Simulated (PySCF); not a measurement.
Coordinates in bohr (charge -1 multiplicity 1):
```
Ta    0.0000    0.0000   -0.6860
Se    4.2715    0.0000    0.5163
Se   -2.1358    3.6992    0.5163
Se   -2.1357   -3.6992    0.5163
```

Level of theory: PySCF, PBE0, basis Ta def2-SVPD with ECP60, Se def2-SVPD (scalar-relativistic core potentials, no spin–orbit coupling, density fitting).

This geometry of [TaSe3]- is a stationary point at this level.

Task: What is the point group?

Result: C3v.

Task: Is it a minimum?

Result: Yes: all harmonic wavenumbers are real.

Task: List the harmonic modes with their infrared intensities.

Result: 
```tsv
symmetry	ω (cm⁻¹)	IR (km/mol, summed over degenerate members)	type
a1	70	4.4	bend
e	93	1.0	bend
a1	295	0.8	stretch
e	324	121	stretch
```

Task: What are the dipole moment and the gap between the highest occupied and lowest empty levels?

Result: 3.68 D about the centre of mass and 2.28 eV.

Task: Give the atomic charges and bond orders.

Result: 
| atom | Mulliken | Löwdin | polar tensor | Mayer order to Ta1 |
| --- | --- | --- | --- | --- |
| Ta1 | 0.86 | -0.48 | 1.23 | – |
| Se2,3,4 | -0.62 | -0.17 | -0.74 | 1.87 |

In C3v the vibrations span 2a1 + 2e.

Other isomers or separated fragments may lie lower. The lowest empty level of this anion is unbound, so it and the gap depend on the basis. With an element this heavy the missing spin–orbit coupling can shift these numbers.
